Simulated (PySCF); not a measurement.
# Correlation energy of La²⁺ (lanthanum, charge +2)

[Xe] 4f1, 2F determinant (an excited configuration). All numbers are calculated (PySCF 2.14, the spin-free X2C one-electron Hamiltonian (Gaussian nucleus), in x2c-TZVPPall with one added diffuse shell each of s, p, d type (12s8p8d3f1g, 106 functions)). Frozen: [Kr] 4d10; 9 electrons correlated.

```json
{"level": "CCSD", "correlation energy (mhartree)": "-185.45"}
{"level": "(T)", "correlation energy (mhartree)": "-5.69"}
{"level": "CCSD(T)", "correlation energy (mhartree)": "-191.14"}
```

Diagnostics: T1 = 0.011, D1 = 0.0444, largest double amplitude 0.028.

Spin-orbit coupling, absent here, splits the open shell strongly.

Cost of the coupled-cluster step: of the order of 40 core-seconds, for 9 correlated electrons.

Iterations:

```
CC2 = 0
CCSD nocc = (np.int64(5), np.int64(4)), nmo = (83, 83)
frozen orbitals [[0, 1, 2, 3, 4, 5, 6, 7, 8, 9, 10, 11, 12, 13, 14, 15, 16, 17, 18, 19, 20, 21, 22], [0, 1, 2, 3, 4, 5, 6, 7, 8, 9, 10, 11, 12, 13, 14, 15, 16, 17, 18, 19, 20, 21, 22]]
max_cycle = 100
direct = 0
conv_tol = 1e-08
conv_tol_normt = 1e-06
diis_space = 8
diis_start_cycle = 0
Init t2, MP2 energy = -0.166015901913834
Init E_corr(UCCSD) = -0.166015901935485
cycle = 1  E_corr(UCCSD) = -0.180163933344029  dE = -0.0141480314  norm(t1,t2) = 0.0440363
cycle = 2  E_corr(UCCSD) = -0.183738692135921  dE = -0.00357475879  norm(t1,t2) = 0.0162415
cycle = 3  E_corr(UCCSD) = -0.1855590868588  dE = -0.00182039472  norm(t1,t2) = 0.0078846
cycle = 4  E_corr(UCCSD) = -0.185475799870186  dE = 8.32869886e-05  norm(t1,t2) = 0.00130261
cycle = 5  E_corr(UCCSD) = -0.185442753909895  dE = 3.30459603e-05  norm(t1,t2) = 0.000353129
cycle = 6  E_corr(UCCSD) = -0.185446038265004  dE = -3.28435511e-06  norm(t1,t2) = 8.07756e-05
cycle = 7  E_corr(UCCSD) = -0.185445357137928  dE = 6.81127076e-07  norm(t1,t2) = 1.62638e-05
cycle = 8  E_corr(UCCSD) = -0.185445206441118  dE = 1.5069681e-07  norm(t1,t2) = 4.61965e-06
cycle = 9  E_corr(UCCSD) = -0.185445203453881  dE = 2.98723721e-09  norm(t1,t2) = 1.07445e-06
cycle = 10  E_corr(UCCSD) = -0.185445193146156  dE = 1.03077245e-08  norm(t1,t2) = 2.18665e-07
cycle = 11  E_corr(UCCSD) = -0.185445192395161  dE = 7.50994739e-10  norm(t1,t2) = 1.46319e-07
UCCSD converged
E(UCCSD) = -8488.699384176974  E_corr = -0.1854451923951614
UCCSD(T) correction = -0.00569359034526515
```
